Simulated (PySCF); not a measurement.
Computed IR spectrum (relative IR intensity) of a molecule C₃H₆Cl₂Si. Geometry: PBE-D3(BJ)/def2-SVP. One conformer was computed; it need not be the lowest. Calculation: PBE-D3(BJ)/def2-SVP in PySCF. Frequencies are harmonic and unscaled.

Lines under 2 % of the strongest are left out, and lines within 2 cm⁻¹ are merged.

ν (cm⁻¹): 164 (vw), 375 (vw), 522 (m), 563 (s), 761 (vs), 782 (s), 790 (w), 930 (vw), 971 (w), 1071 (vw), 1193 (vw), 1284 (vw), 1396 (w), 1398 (w), 1645 (m), 2197 (m), 2960 (w), 3030 (vw), 3041 (vw), 3078 (w) (against the strongest line: vs over 80 %, s over 45 %, m over 15 %, w over 4 %, vw less)

Which molecule gave these data?
A) C/C=C/[SiH](Cl)Cl
B) Cl[C@H]1C[Si@@H](Cl)C1
C) C/C=C(\Cl)[SiH2]Cl
D) C=CC[SiH](Cl)Cl

A, C/C=C/[SiH](Cl)Cl
